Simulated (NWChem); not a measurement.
System: C$_{5}$H$_{6}$; SMILES C=C=CC=C

NWChem input:

```
start job
memory heap 200 mb stack 900 mb global 1100 mb
geometry units angstroms noautosym nocenter noautoz
  C      0.212941     2.521342     0.000000
  C     -0.153515     1.258890     0.000000
  C     -0.520005    -0.018212     0.000000
  C      0.404233    -1.149744     0.000000
  C      0.015307    -2.444529     0.000000
  H      0.373511     3.076691     0.941517
  H      0.373511     3.076691    -0.941517
  H     -1.602084    -0.251982     0.000000
  H      1.479242    -0.900644     0.000000
  H     -1.051576    -2.722276     0.000000
  H      0.749511    -3.263643     0.000000
end
basis spherical
  C library 6-31g*
  H library 6-31g*
end
dft
  xc hfexch
  iterations 150
  mulliken
end
task dft energy
esp
  recalculate
  probe 0.07
  range 0.3
  factor 1.0
  spacing 0.02
end
task esp
```

Excerpt of the output:

```
             Northwest Computational Chemistry Package (NWChem) 7.3.0
             --------------------------------------------------------

                             Geometry "geometry" -> ""
                             -------------------------

 Output coordinates in angstroms (scale by  1.889725989 to convert to a.u.)

  No.       Tag          Charge          X              Y              Z
 ---- ---------------- ---------- -------------- -------------- --------------
    1 C                    6.0000     0.21294100     2.52134200     0.00000000
    2 C                    6.0000    -0.15351500     1.25889000     0.00000000
    3 C                    6.0000    -0.52000500    -0.01821200     0.00000000
    4 C                    6.0000     0.40423300    -1.14974400     0.00000000
    5 C                    6.0000     0.01530700    -2.44452900     0.00000000
    6 H                    1.0000     0.37351100     3.07669100     0.94151700
    7 H                    1.0000     0.37351100     3.07669100    -0.94151700
    8 H                    1.0000    -1.60208400    -0.25198200     0.00000000
    9 H                    1.0000     1.47924200    -0.90064400     0.00000000
   10 H                    1.0000    -1.05157600    -2.72227600     0.00000000
   11 H                    1.0000     0.74951100    -3.26364300     0.00000000

 Effective nuclear repulsion energy (a.u.)     137.4665527420

  xc_inp: hfexch multiplicative factor not found.

                                 NWChem DFT Module
                                 -----------------

 Summary of "ao basis" -> "ao basis" (spherical)
 ------------------------------------------------------------------------------
       Tag                 Description            Shells   Functions and Types
 ---------------- ------------------------------  ------  ---------------------
 C                           6-31g*                  6       14   3s2p1d
 H                           6-31g*                  2        2   2s

            General Information
            -------------------
          SCF calculation type: DFT
          Wavefunction type:  closed shell.
          No. of atoms     :    11
          No. of electrons :    36
           Alpha electrons :    18
            Beta electrons :    18
          Charge           :     0
          Spin multiplicity:     1
          Use of symmetry is: off; symmetry adaption is: off
          Maximum number of iterations: 150
          AO basis - number of functions:    82
                     number of shells:    42
          Convergence on energy requested:  1.00D-06
          Convergence on density requested:  1.00D-05
          Convergence on gradient requested:  5.00D-04

              XC Information
              --------------
                     Hartree-Fock (Exact) Exchange  1.000

      Superposition of Atomic Density Guess
      -------------------------------------

 Sum of atomic energies:        -191.29066598

      Non-variational initial energy
      ------------------------------

 Total energy =    -194.226434
 1-e energy   =    -527.386619
 2-e energy   =     195.693631
 HOMO         =      -0.239399
 LUMO         =      -0.015748

     ---------------------------------------------
      Total Density - Mulliken Population Analysis
     ---------------------------------------------

    Atom       Charge   Shell Charges
 -----------   ------   -------------------------------------------------------
    1 C    6     6.63   2.00  0.72  1.97  0.65  1.26  0.03
    2 C    6     5.76   2.00  0.75  1.77  0.50  0.71  0.03
    3 C    6     6.34   2.00  0.72  1.94  0.53  1.12  0.04
    4 C    6     6.12   2.00  0.74  1.87  0.53  0.95  0.04
    5 C    6     6.53   2.00  0.74  1.96  0.64  1.17  0.03
    6 H    1     0.75   0.45  0.31
    7 H    1     0.75   0.45  0.31
    8 H    1     0.76   0.45  0.31
    9 H    1     0.79   0.46  0.33
   10 H    1     0.78   0.46  0.32
   11 H    1     0.78   0.46  0.32

   convergence    iter        energy       DeltaE   RMS-Dens  Diis-err
 ---------------- ----- ----------------- --------- --------- ---------
 d= 0,ls=0.0,diis     1   -192.6816757264 -3.30D+02  6.56D-03  2.70D-01
 d= 0,ls=0.0,diis     2   -192.7355580921 -5.39D-02  2.74D-03  2.11D-02
 d= 0,ls=0.0,diis     3   -192.7402346570 -4.68D-03  6.15D-04  2.88D-03
 d= 0,ls=0.0,diis     4   -192.7407050958 -4.70D-04  1.68D-04  1.72D-04
 d= 0,ls=0.0,diis     5   -192.7407431554 -3.81D-05  7.69D-05  1.51D-05
  Resetting Diis
 d= 0,ls=0.0,diis     6   -192.7407488817 -5.73D-06  3.62D-05  2.37D-06
 d= 0,ls=0.0,diis     7   -192.7407497952 -9.14D-07  9.32D-06  2.91D-07

         Total DFT energy =     -192.740749795222
      One electron energy =     -530.742828214231
           Coulomb energy =      228.448694640742
    Exchange-Corr. energy =      -27.913168963743
 Nuclear repulsion energy =      137.466552742010

 Numeric. integr. density =        0.000000000000

                       DFT Final Molecular Orbital Analysis
                       ------------------------------------

 Vector   16  Occ=2.000000D+00  E=-4.374187D-01
              MO Center= -3.6D-02, -4.9D-01, -1.2D-15, r^2= 3.0D+00
   Bfn.  Coefficient  Atom+Function         Bfn.  Coefficient  Atom+Function
  ----- ------------  ---------------      ----- ------------  ---------------
    33      0.302218   3 C  pz               47      0.296493   4 C  pz
    61      0.220444   5 C  pz               37      0.210938   3 C  pz
    51      0.207179   4 C  pz               19      0.192480   2 C  pz
    65      0.167021   5 C  pz               23      0.145142   2 C  pz
     5     -0.094796   1 C  pz                9     -0.075997   1 C  pz

 Vector   17  Occ=2.000000D+00  E=-3.755361D-01
              MO Center= -4.4D-03,  1.8D+00,  4.5D-16, r^2= 2.0D+00
   Bfn.  Coefficient  Atom+Function         Bfn.  Coefficient  Atom+Function
  ----- ------------  ---------------      ----- ------------  ---------------
     3      0.375008   1 C  px               17      0.337810   2 C  px
     7      0.301151   1 C  px               21      0.258171   2 C  px
    35     -0.116010   3 C  px                4     -0.110754   1 C  py
    22     -0.105928   2 C  py               31     -0.102190   3 C  px
     8     -0.095899   1 C  py               75      0.095547   8 H  s

 Vector   18  Occ=2.000000D+00  E=-3.135136D-01
              MO Center= -4.9D-02, -5.5D-01, -2.6D-15, r^2= 3.9D+00
   Bfn.  Coefficient  Atom+Function         Bfn.  Coefficient  Atom+Function
  ----- ------------  ---------------      ----- ------------  ---------------
    61     -0.308438   5 C  pz               19      0.289046   2 C  pz
    65     -0.283220   5 C  pz               23      0.255002   2 C  pz
    33      0.252089   3 C  pz               47     -0.230195   4 C  pz
    37      0.219798   3 C  pz               51     -0.205461   4 C  pz
    72     -0.084089   6 H  s                74      0.084089   7 H  s

 Vector   19  Occ=0.000000D+00  E= 1.241825D-01
              MO Center= -8.3D-03, -3.1D-01,  4.0D-15, r^2= 5.0D+00
   Bfn.  Coefficient  Atom+Function         Bfn.  Coefficient  Atom+Function
  ----- ------------  ---------------      ----- ------------  ---------------
    65      0.494636   5 C  pz               23      0.400814   2 C  pz
    51     -0.366041   4 C  pz               72     -0.350892   6 H  s
    74      0.350892   7 H  s                19      0.323967   2 C  pz
    37     -0.296406   3 C  pz               61      0.284477   5 C  pz
    47     -0.220740   4 C  pz               33     -0.207595   3 C  pz

[...]

                     NWChem Electrostatic Potential Fit Module
                     -----------------------------------------

 Atom parameters

 Number of atoms is                                   11
 Number of basis functions is                         82

 Grid parameters

 Maximum number of grid points is                  44696
 Number of grid points is                          44695
 Grid range                                     0.300000 nm
 Grid spacing                                   0.020000 nm
 Probe radius                                   0.070000 nm
 Atom radius factor                             1.000000

 Atomic radii

    1    0.100000
    6    0.147000
 FASTESP  F
  using M.O. file = ./job.movecs

    Atom              Coordinates                           Charge

                                                  ESP

    1 C     0.021294    0.252134    0.000000   -0.408623
    2 C    -0.015352    0.125889    0.000000    0.076316
    3 C    -0.052001   -0.001821    0.000000   -0.210036
    4 C     0.040423   -0.114974    0.000000    0.073106
    5 C     0.001531   -0.244453    0.000000   -0.483736
    6 H     0.037351    0.307669    0.094152    0.173724
    7 H     0.037351    0.307669   -0.094152    0.173771
    8 H    -0.160208   -0.025198    0.000000    0.145234
    9 H     0.147924   -0.090064    0.000000    0.097536
   10 H    -0.105158   -0.272228    0.000000    0.195231
   11 H     0.074951   -0.326364    0.000000    0.167478
                                            ------------
                                               -0.000000

 Dipole moment                                  0.066474

 Quadrupole moment Qxx                          0.397060
                   Qyy                          5.363053
                   Qzz                         -5.760112

 RMS deviation kJ/mol                           0.065537

 RRMS %                                        53.334748
```

Level: Hartree-Fock/6-31G* (spherical d). All runs use the structure optimised with PBE-D3(BJ)/def2-SVP.
